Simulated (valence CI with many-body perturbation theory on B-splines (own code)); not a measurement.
# Dy27+: M1 decay

Calculated by configuration interaction combined with many-body perturbation theory (CI+MBPT): three valence electrons over a frozen Dirac-Fock core [Kr], a basis of 7 s, 7 p, 8 d, 6 f, 4 g, 1 h functions for each j, with the one-electron correlation potential Σ1 (screened to all orders), the two-electron term Σ2, the three-electron term Σ3, Breit, model QED; selected single and double excitations, second order for the rest, scaled by the run's own slope (own B-spline code, finite nucleus).

No measured spectrum was set against this ion. As an estimate, large intervals hold to a few tenths of a per cent, small ones and those within an open d or f shell to about a per cent. The list stops below the first excitations out of the core.

Lines 1 to 50 of 66 in falling wavelength, among levels below 812950 cm⁻¹, chosen from the decays that carry over 1 % of a level's rate. Wavelengths and rates use the calculated energies. Weak lines are less certain than strong ones. Lines between different terms over intervals too small for the method are left out, as are lines whose strength nearly cancels. The highest levels of a list are the least certain. Branching is blank where the lifetime is uncertain.

Levels are named by their leading jj configuration (3d3/2^4 stands for four electrons in 3d with j = 3/2), which in mixed levels can hold well under half, so a name can repeat and another be missing. Letters in brackets count levels of one name in rising energy.

| λ vac (nm) | Upper | Lower | Type | A (s⁻¹) | Branch % |
| --- | --- | --- | --- | --- | --- |
| 1964 | (4d3/2^2 4d5/2) J=9/2 | (4d3/2^2 4d5/2) J=7/2 | M1 | 1.28e+00 | 100.0 |
| 866.2 | (4d3/2^2 4d5/2) J=1/2 | (4d3/2^2 4d5/2) J=3/2 | M1 | 3.68e+01 | 2.1 |
| 541.4 | (4d3/2^2 4d5/2) J=3/2 | (4d3/2^2 4d5/2) J=5/2 [a] | M1 | 6.22e+01 | 1.3 |
| 438.0 | (4d3/2^2 4d5/2) J=7/2 | (4d3/2^2 4d5/2) J=5/2 [a] | M1 | 2.46e+02 | 99.7 |
| 391.5 | (4d3/2 4d5/2^2) J=11/2 | (4d3/2 4d5/2^2) J=9/2 | M1 | 9.31e+01 | 2.9 |
| 347.5 | (4d3/2 4d5/2^2) J=5/2 [b] | (4d3/2 4d5/2^2) J=3/2 [a] | M1 | 1.56e+02 | 2.7 |
| 254.9 | (4d3/2 4d5/2^2) J=5/2 [a] | (4d3/2 4d5/2^2) J=7/2 [a] | M1 | 1.84e+02 | 2.6 |
| 242.5 | (4d5/2^3) J=3/2 | (4d3/2 4d5/2^2) J=3/2 [b] | M1 | 2.62e+02 | 1.6 |
| 209.5 | (4d3/2 4d5/2^2) J=5/2 [a] | (4d3/2^2 4d5/2) J=5/2 [b] | M1 | 5.45e+02 | 7.7 |
| 196.0 | (4d3/2^2 4d5/2) J=5/2 [b] | (4d3/2^2 4d5/2) J=7/2 | M1 | 1.17e+02 | 5.6 |
| 186.1 | (4d5/2^3) J=9/2 | (4d3/2 4d5/2^2) J=11/2 | M1 | 4.20e+02 |  |
| 180.6 | (4d3/2^2 4d5/2) J=5/2 [b] | (4d3/2^2 4d5/2) J=3/2 | M1 | 1.13e+03 | 54.2 |
| 177.6 | (4d3/2^2 4d5/2) J=5/2 [a] | (4d3/2^3) J=3/2 | M1 | 5.23e+03 | 100.0 |
| 175.7 | (4d3/2 4d5/2^2) J=7/2 [b] | (4d3/2 4d5/2^2) J=7/2 [a] | M1 | 3.76e+02 | 8.2 |
| 171.9 | (4d3/2 4d5/2^2) J=5/2 [b] | (4d3/2^2 4d5/2) J=5/2 [b] | M1 | 2.05e+03 | 35.7 |
| 168.1 | (4d3/2 4d5/2^2) J=7/2 [a] | (4d3/2^2 4d5/2) J=7/2 | M1 | 2.23e+03 | 18.5 |
| 162.1 | (4d5/2^3) J=5/2 | (4d3/2 4d5/2^2) J=3/2 [b] | M1 | 6.07e+02 | 2.2 |
| 159.3 | (4d3/2 4d5/2^2) J=3/2 [b] | (4d3/2 4d5/2^2) J=1/2 | M1 | 1.44e+03 | 10.0 |
| 159.1 | (4d3/2 4d5/2^2) J=9/2 | (4d3/2^2 4d5/2) J=9/2 | M1 | 4.04e+03 | 59.2 |
| 152.8 | (4d3/2 4d5/2^2) J=7/2 [b] | (4d3/2^2 4d5/2) J=5/2 [b] | M1 | 2.83e+02 | 6.2 |
| 147.2 | (4d3/2 4d5/2^2) J=9/2 | (4d3/2^2 4d5/2) J=7/2 | M1 | 2.78e+03 | 40.7 |
| 143.8 | (4d3/2 4d5/2^2) J=3/2 [b] | (4d3/2 4d5/2^2) J=3/2 [a] | M1 | 2.45e+03 | 17.0 |
| 136.5 | (4d3/2 4d5/2^2) J=3/2 [a] | (4d3/2^2 4d5/2) J=1/2 | M1 | 1.68e+03 | 9.7 |
| 135.4 | (4d3/2^2 4d5/2) J=5/2 [b] | (4d3/2^2 4d5/2) J=5/2 [a] | M1 | 2.28e+02 | 10.9 |
| 133.7 | (4d3/2^2 4d5/2) J=3/2 | (4d3/2^3) J=3/2 | M1 | 4.72e+03 | 98.7 |
| 126.1 | (4d5/2^3) J=9/2 | (4d3/2 4d5/2^2) J=9/2 | M1 | 6.60e+03 |  |
| 125.0 | (4d3/2 4d5/2^2) J=1/2 | (4d3/2^2 4d5/2) J=1/2 | M1 | 9.61e+03 | 94.2 |
| 121.5 | (4d3/2 4d5/2^2) J=7/2 [a] | (4d3/2^2 4d5/2) J=5/2 [a] | M1 | 9.82e+03 | 81.5 |
| 117.9 | (4d3/2 4d5/2^2) J=3/2 [a] | (4d3/2^2 4d5/2) J=3/2 | M1 | 9.84e+03 | 56.6 |
| 115.8 | (4d3/2^2 4d5/2) J=1/2 | (4d3/2^3) J=3/2 | M1 | 1.69e+03 | 97.5 |
| 114.0 | (4d5/2^3) J=9/2 | (4d3/2 4d5/2^2) J=7/2 [a] | M1 | 8.90e+03 |  |
| 113.1 | (4d3/2 4d5/2^2) J=11/2 | (4d3/2^2 4d5/2) J=9/2 | M1 | 3.08e+03 | 97.0 |
| 109.2 | (4d3/2 4d5/2^2) J=1/2 | (4d3/2^2 4d5/2) J=3/2 | M1 | 4.20e+02 | 4.1 |
| 108.1 | (4d5/2^3) J=3/2 | (4d3/2 4d5/2^2) J=5/2 [a] | M1 | 6.96e+03 | 41.4 |
| 105.0 | (4d5/2^3) J=5/2 | (4d3/2 4d5/2^2) J=7/2 [b] | M1 | 2.78e+03 | 10.1 |
| 101.3 | (4d3/2 4d5/2^2) J=5/2 [a] | (4d3/2^2 4d5/2) J=7/2 | M1 | 8.84e+02 | 12.4 |
| 101.1 | (4d3/2 4d5/2^2) J=3/2 [b] | (4d3/2^2 4d5/2) J=5/2 [b] | M1 | 5.88e+03 | 40.9 |
| 97.61 | (4d5/2^3) J=5/2 | (4d3/2 4d5/2^2) J=5/2 [b] | M1 | 5.88e+03 | 21.2 |
| 97.00 | (4d3/2 4d5/2^2) J=5/2 [a] | (4d3/2^2 4d5/2) J=3/2 | M1 | 4.35e+03 | 61.2 |
| 96.85 | (4d3/2 4d5/2^2) J=3/2 [a] | (4d3/2^2 4d5/2) J=5/2 [a] | M1 | 5.23e+03 | 30.1 |
| 96.15 | (4d5/2^3) J=3/2 | (4d3/2 4d5/2^2) J=1/2 | M1 | 2.75e+03 | 16.4 |
| 91.58 | (4d3/2 4d5/2^2) J=5/2 [b] | (4d3/2^2 4d5/2) J=7/2 | M1 | 2.94e+03 | 51.2 |
| 90.27 | (4d5/2^3) J=3/2 | (4d3/2 4d5/2^2) J=3/2 [a] | M1 | 4.88e+03 | 29.1 |
| 89.82 | (4d3/2 4d5/2^2) J=7/2 [b] | (4d3/2^2 4d5/2) J=9/2 | M1 | 1.86e+03 | 40.6 |
| 88.56 | (4d5/2^3) J=5/2 | (4d3/2 4d5/2^2) J=5/2 [a] | M1 | 4.21e+03 | 15.2 |
| 88.06 | (4d3/2 4d5/2^2) J=5/2 [b] | (4d3/2^2 4d5/2) J=3/2 | M1 | 9.97e+01 | 1.7 |
| 85.89 | (4d3/2 4d5/2^2) J=7/2 [b] | (4d3/2^2 4d5/2) J=7/2 | M1 | 1.50e+03 | 32.9 |
| 82.26 | (4d3/2 4d5/2^2) J=5/2 [a] | (4d3/2^2 4d5/2) J=5/2 [a] | M1 | 7.57e+02 | 10.6 |
| 76.84 | (4d3/2^2 4d5/2) J=5/2 [b] | (4d3/2^3) J=3/2 | M1 | 6.03e+02 | 29.0 |
| 76.21 | (4d5/2^3) J=5/2 | (4d3/2 4d5/2^2) J=3/2 [a] | M1 | 7.77e+03 | 28.1 |
